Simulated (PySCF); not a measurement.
C2H8BN. Atoms are numbered in the order given.

```xyz
12

B     -0.5805    -0.0897     0.8440
H     -1.5400    -0.3854     1.5246
C      0.6945     0.6167     1.4642
H      1.6062     0.0101     1.3146
H      0.5931     0.7970     2.5447
H      0.8915     1.5921     0.9834
N     -0.6778    -0.4133    -0.5132
C      0.2935    -0.1889    -1.5650
H     -1.5276    -0.8656    -0.8347
H     -0.1092     0.4562    -2.3664
H      0.6197    -1.1349    -2.0331
H      1.1848     0.3051    -1.1559
```
Charge 0, spin multiplicity 1.

Coordinates come from a B3LYP-D3(BJ)/def2-SVP optimisation. The geometry has at least one imaginary mode, so it is a saddle point at that level. This is a generated structure with no PubChem entry under its InChIKey; it may be hypothetical. Other conformers were not sampled.

The numbers are results of PySCF 2.14.0 with TDA-PBE/def2-SVPD, not measurements.

Vertical excitations. Gas-phase values at a fixed geometry.

**Question.** Estimate the UV-visible absorptions. (The exact figures need the calculation; the answer reports its results.)

**Answer.** 
```tsv
state	energy (eV)	λ (nm)	f	main pairs
S1	6.21	200	0.000	HOMO→LUMO+1 100 %
S2	6.94	179	0.014	HOMO→LUMO+2 97 %
S3	6.97	178	0.000	HOMO−1→LUMO 97 %
S4	7.00	177	0.065	HOMO−1→LUMO+1 92 %
S5	7.19	172	0.237	HOMO→LUMO 82 %
S6	7.28	170	0.014	HOMO→LUMO+3 100 %
S7	7.71	161	0.034	HOMO−1→LUMO+2 99 %
S8	8.14	152	0.001	HOMO−1→LUMO+3 97 %
S9	8.16	152	0.000	HOMO−2→LUMO 81 %
S10	8.25	150	0.002	HOMO→LUMO+4 88 %
T1	5.32	233	0	HOMO→LUMO 99 %
T2	6.08	204	0	HOMO→LUMO+1 99 %
T3	6.34	196	0	HOMO−1→LUMO 99 %
T4	6.80	182	0	HOMO→LUMO+2 99 %
```
Triplets are in the Tamm–Dancoff approximation.
